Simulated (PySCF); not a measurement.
A structure optimised at PBE-D3(BJ)/def2-SVP, used in a PySCF frequency run:

```xyz
9

Nb     0.0559     0.0505    -0.0424
F      1.3550    -0.4468     1.2316
F     -1.3554     0.4883    -1.2147
F      0.0191     1.7750     0.6576
F      1.0763    -0.6383    -1.4362
C     -1.2706    -1.3373     0.8949
H     -0.7064    -2.1660     1.3661
H     -2.0163    -1.7200     0.1705
H     -1.7999    -0.7633     1.6883
```

Q: Write its SMILES and formula.

A: [CH3][Nb]([F])([F])([F])[F], CH3F4Nb

Q: What are its rotational constants (standard atomic weights)?

A: 2.4421, 2.1568, 2.0555 GHz
